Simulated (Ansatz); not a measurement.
H$_{3}$S (SMILES [SH3+]), charge +1, singlet, at a GFN2-xTB geometry. Base run: B3LYP/pcseg-1 (Ansatz, a first-principles code).

Ansatz was given this input:
Ansatz 0.2 input:
```yaml
crystal:
  periodic: [false, false, false]
  atoms:
    - {symbol: S, position_ang: [0.00815214, -0.00667796, 0.11475350]}
    - {symbol: H, position_ang: [-0.52580220, 1.06636048, -0.51777110]}
    - {symbol: H, position_ang: [1.09132467, -0.05802782, -0.69808507]}
    - {symbol: H, position_ang: [-0.69595671, -0.90148537, -0.62019990]}
basis:
  gaussian:
    orbitals: pcseg-1.json
hamiltonian:
  xc: b3lyp
total_charge: 1
```
The basis file holds pcseg-1 in the JSON format of the Basis Set Exchange.

Variants of this job, named by their change:

```csv
change,ΔE vs base (mEh)
base,0.000
"point_charge = charge:-1.0 position_ang:3.3769, -1.7268, -2.0415",-131.2
lower_state_search = full,0.000
"point_charge = charge:1.0 position_ang:2.8801, -1.2204, 2.2627",125.1
"final_grid = 14, 28, 59",0.000
"final_grid = 6, 12, 29",0.000
"final_grid = 10, 20, 41",0.000
lower_state_search = off,0.000
nuclear_model = gaussian,0.319
lower_state_search = light,0.000
forces = on,0.000
```
